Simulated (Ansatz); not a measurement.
Ge₂Te (the lowest singlet isomer of a short search) was relaxed with PBE0-D4 (def2-TZVP) in Ansatz in these states: neutral quintet, neutral singlet, neutral triplet. The geometries follow in no particular order.

In the def2 sets Te takes a core potential; there is no spin–orbit coupling.

A:

```xyz
3

Ge   -1.331    0.344   -0.433
Ge    0.082   -1.168    0.840
Te    1.249    0.824   -0.407
```

B:

Cartesian coordinates in Å:
```
Ge -0.435 -1.327 -0.465
Ge -0.799 1.191 -0.330
Te 1.234 0.136 0.795
```

C:

```xyz
3

Ge   -0.666   -0.720    1.261
Ge   -0.658   -0.190   -1.443
Te    1.324    0.909    0.182
```

Task: Judge from the bond lengths which geometry belongs to which state (an estimate).

Result: A is the neutral triplet (Ge1–Ge2 2.430 Å, Ge2–Te3 2.625 Å, Ge1–Te3 2.625 Å); B is the neutral singlet (Ge1–Ge2 2.549 Å, Ge2–Te3 2.552 Å, Ge1–Te3 2.552 Å); C is the neutral quintet (Ge1–Ge2 2.756 Å, Ge2–Te3 2.789 Å, Ge1–Te3 2.789 Å).

At PBE0-D4/def2-TZVP a singlet lies 0.73 eV below the neutral triplet. At PBE0-D4/def2-TZVP a singlet lies 2.97 eV below the neutral quintet. These are the stationary points nearest to one start from a short search; other shapes may lie lower in each state.
